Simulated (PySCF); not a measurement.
SMILES CC(C)c1ccc(C(F)(F)F)s1 (GFN2-xTB optimised geometry):

```
21

C     -1.280    -2.708     1.308
C     -1.442    -1.914     0.008
C     -1.193    -2.806    -1.211
C     -0.510    -0.743     0.000
C      0.853    -0.743     0.000
C      1.412     0.549     0.000
C      0.458     1.524     0.000
C      0.677     2.991     0.007
F      0.213     3.588     1.123
F      0.075     3.621    -1.020
F      1.980     3.300    -0.071
S     -1.139     0.867     0.001
H     -0.271    -3.106     1.387
H     -1.983    -3.537     1.327
H     -1.469    -2.072     2.169
H     -2.467    -1.533    -0.041
H     -1.912    -3.621    -1.227
H     -1.297    -2.234    -2.129
H     -0.192    -3.228    -1.177
H      1.449    -1.637     0.000
H      2.467     0.755    -0.001
```

Calculation: PBE0/def2-SVP (PySCF).

### Question
What are the frontier orbital energies and the dipole moment?

### Answer
HOMO-2 -9.73 eV, HOMO-1 -7.69 eV, HOMO -7.09 eV, LUMO -0.92 eV, LUMO+1 0.59 eV; dipole moment 3.78 D.

Meta-Löwdin charges at PBE0/def2-SVP: C1 -0.29, C2 -0.05, C3 -0.29, C4 -0.08, C5 -0.16, C6 -0.11, C7 -0.18, C8 0.75, F9 -0.27, F10 -0.27, F11 -0.26, S12 0.26, H13 0.10, H14 0.10, H15 0.11, H16 0.10, H17 0.10, H18 0.11, H19 0.10, H20 0.12, H21 0.13.
